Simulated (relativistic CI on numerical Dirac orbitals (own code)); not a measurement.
**Mn16+: sensitivity of the levels to the model**

Base calculation: Dirac-Coulomb-Breit CI, KLI orbitals optimised for each configuration, model QED (radiative potential, 1s self-energy scaled to tabulated hydrogen-like ionisation energies), unscaled Slater integrals.

Configurations in the expansion (outside the closed core 1s2): 2s²2p⁵, 2s2p⁶, 2p⁶3s, 2s²2p⁴3s, 2p⁶3p, 2p⁶3d, 2s²2p⁴3p, 2s²2p⁴3d, 2s2p⁵3s, 2s2p⁵3p, 2s2p⁵3d, 2s²2p⁴4s, 2s²2p⁴4p, 2s²2p⁴4d, 2s²2p⁴4f, 2s2p⁵4s, 2s²2p³3s², 2s²2p⁴5s, 2s²2p⁴5p, 2s2p⁵4p, 2s²2p⁴5d, 2s²2p⁴5f, 2s²2p⁴5g, 2s²2p³3s3p, 2s2p⁵4d, 2s2p⁵4f, 2s²2p³3p², 2s²2p³3s3d, 2s²2p³3p3d, 2s2p⁴3s², 2s2p⁴3s3p, 2s²2p³3d², 2s2p⁵5s, 2s2p⁵5p, 2s2p⁵5d, 2s2p⁵5f. Levels of other configurations are missing.

The lowest level and the first level of each name with at least 55 % of one term (blank where a level has no safe partner in the second run):

```
          Level  Base (eV)  Shift (eV)
  2s²2p⁵ ²P°3/2      0.000       0.000
  2s²2p⁵ ²P°1/2     10.602     -10.602
    2s2p⁶ ²S1/2    125.965     -13.076
 2s²2p⁴3s ⁴P5/2    696.221      +2.221
 2s²2p⁴3s ⁴P1/2    704.659      -6.217
 2s²2p⁴3s ⁴P3/2    706.347            
 2s²2p⁴3s ²P1/2    709.466      -6.270
 2s²2p⁴3s ²D5/2    716.454      -4.257
 2s²2p⁴3s ²D3/2    716.846      -4.649
2s²2p⁴3p ⁴P°3/2    724.930      -0.746
2s²2p⁴3p ⁴P°5/2    725.161      -0.976
2s²2p⁴3p ⁴D°7/2    728.931      -0.739
2s²2p⁴3p ²D°5/2    729.189            
 2s²2p⁴3s ²S1/2    733.452      -8.077
2s²2p⁴3p ⁴D°1/2    734.972            
2s²2p⁴3p ⁴D°5/2    737.831            
2s²2p⁴3p ²S°1/2    740.249      -7.418
2s²2p⁴3p ²D°3/2    740.840            
2s²2p⁴3p ²F°5/2    745.423      -5.335
2s²2p⁴3p ²F°7/2    747.582      -7.494
2s²2p⁴3p ²P°1/2    758.851            
 2s²2p⁴3d ⁴D7/2    764.390      -2.813
```

At this charge energies of transitions that change n are usually good to better than 1 %, and those within a shell (Δn = 0) to a few per cent.

Task: One thing was changed in a second run, which moved the levels as shown. Which?
A. non-relativistic limit
B. configuration mixing switched off
C. valence Slater integrals scaled by 0.9
D. QED terms removed
E. Breit term removed

Result: A. Non-relativistic limit. Without relativity the fine structure collapses and s electrons lose their extra binding.

LS names give the leading component of a level, which can be under half, so a name can repeat, a term be missing and a line seem to break the LS rules.
